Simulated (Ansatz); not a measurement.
Stepwise reaction of `[SiH3][Ge]([SiH3])([Cl])[Cl]` with hydrogen, as a gas-phase model of exchange steps in deposition or etching. ΔE in kJ/mol; ΔG adds harmonic PBE0-D4 terms to CCSD(T)/CBS, at 1 bar.

Program: Ansatz. Geometries: PBE0-D4/def2-TZVP. ΔE: electronic, gas phase. CCSD(T)/CBS is the MP2 limit (def2-TZVPP, def2-QZVPP) plus CCSD(T) − MP2 in def2-TZVPP, frozen cores. This one scheme is used for every species. Functionals use def2-TZVPP. B3LYP here is the variant with VWN-RPA as its local correlation; programs differ in this. For Ge outer-core shells are correlated without core-valence functions, which leaves a few kJ/mol of doubt a bond. Scalar relativity is left out up to krypton.

| step | reaction | PBE-D4 | B3LYP-D4 | ωB97M-V | CCSD(T)/CBS | ΔG(600 K) |
| --- | --- | --- | --- | --- | --- | --- |
| 1 | `[SiH3][Ge]([SiH3])([Cl])[Cl]` + H₂ → `[SiH3][GeH]([SiH3])[Cl]` + HCl | 63.9 | 65.2 | 60.7 | 59.2 | 48.1 |
| 2 | `[SiH3][GeH]([SiH3])[Cl]` + H₂ → `[SiH3][GeH2][SiH3]` + HCl | 52.6 | 55.3 | 51.5 | 49.8 | 45.4 |

(1) By hand: ΔE of the 2 steps together at CCSD(T)/CBS.

Results:

(1) (59.2) + (49.8) = 109.0 kJ/mol, or 54.5 kJ/mol a step.

In ΔE each step is lower than the one before. All are uphill at CCSD(T)/CBS. ΔG lies between 45.4 and 48.1 kJ/mol a step. PBE-D4 differs from CCSD(T)/CBS by 2.8 to 4.7 kJ/mol a step. Only this route is followed, and other bonds may react first. Isolated molecules leave out the surface, adducts and barriers. Largest T1 diagnostic: 0.012.
